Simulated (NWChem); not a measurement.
## Atomisation of isopropylamine (C3H9N)

```
C
H 1 1.1142
N 1 1.4658 2 112.44
H 3 1.0209 1 110.20 2 58.27
H 3 1.0209 4 105.92 1 119.19
C 1 1.5291 2 107.43 3 -119.88
H 6 1.1015 1 111.24 2 -58.25
H 6 1.1019 7 108.71 1 121.59
H 6 1.1032 7 107.59 8 116.46
C 1 1.5291 2 107.43 6 -120.24
H 10 1.1015 1 111.24 2 58.25
H 10 1.1019 11 108.71 1 -121.59
H 10 1.1032 11 107.59 12 -116.46
```
Charge 0, spin multiplicity 1.

Everything below was run with NWChem. All single points use one geometry, from B3LYP/def2-SVP, a minimum by its harmonic frequencies. It is one conformer; others weren't searched.

Basis set: def2-TZVP. The atomisation energy is electronic alone: no zero-point, thermal, spin-orbit or counterpoise terms. No value is extrapolated to the basis-set limit. Free atoms are single determinants with multiplicities C 3, N 4, H 2. Correlated methods freeze the same cores in atoms and molecule, 4 orbitals in all.

```
method                        atomisation energy (kcal/mol)  relative cost
----------------------------  -----------------------------  -------------
PBE0                                                 1174.0        under 3
LDA (SVWN5)                                          1331.5              1
MP2                                                  1137.1              3
BP86                                                 1204.9        under 3
PBE                                                  1189.3        under 3
LC-wPBE (omega 0.3 per bohr)                         1179.7             10
B3LYP                                                1168.4        under 3
HF                                                    863.7        under 3
r2SCAN                                               1169.9        under 3
```

The values span 467.8 kcal/mol, from HF (lowest) to LDA (SVWN5) (highest). Relative cost: rough, from shared machines, SCF included, LDA (SVWN5) = 1. Costs are the molecule's.

B3LYP has NWChem's definition, with VWN1-RPA local correlation. GW and range-separated runs recompute their integrals, the others keep them in memory, which bears on the times. The stability of the SCF solutions was not checked. Open-shell Hartree-Fock references start from PBE0 orbitals; any time given for them includes that run.
